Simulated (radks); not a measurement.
Results of a calculation; reference values are marked as such.
The chromium ion Cr+, 23 electrons, occupied as [Ar] 3d4 4p1 (not the ground configuration).

Code: a radial shooting solver on a logarithmic mesh with Libxc functionals. Model: scalar-relativistic Kohn-Sham, r2SCAN, spin-polarised, spherical densities, finite nucleus; open shells are filled with parallel spins first; meta-GGA in the generalised Kohn-Sham scheme; Fermi nuclear charge, rms radius 3.6452 fm.

Energy parts (hartree):
part                       energy
total                 -1050.44171
kinetic                1061.14832
electron-nucleus      -2496.33725
Hartree                 433.38339
exchange-correlation    -48.63618

Orbitals (lengths in bohr, moments of r in powers of bohr; r(90%) holds 90 % of the orbital's charge):
orbital  occ.  eigenvalue (hartree)  r(90%)     <r^2>
1s up       1             -217.3927   0.114  0.005435
1s down     1             -217.3927   0.114  0.005435
2s up       1             -25.32172   0.454    0.1013
2s down     1             -25.24910   0.453    0.1008
2p up       3             -21.30220   0.426   0.08323
2p down     3             -21.24582   0.425   0.08274
3s up       1              -3.36790    1.34    0.9273
3s down     1              -3.17450    1.35    0.9357
3p up       3              -2.26947    1.47     1.074
3p down     3              -2.07581    1.48     1.085
3d up       4              -0.60699    2.13     1.987
3d down     0              -0.40850    2.22     2.155
4p up       1              -0.29739    5.27     14.28

The highest occupied level is 4p up at -8.092 eV. The configuration is held as typed, so some empty levels lie below it. The density falls to 0.001 e/bohr^3 at r = 4.29 bohr. The electron density at the nucleus is 1.15e+04 e/bohr^3 (large components only). The spin density at the nucleus is -0.920 e/bohr^3 (1s -0.012, 2s -1.958, 3s 1.050).
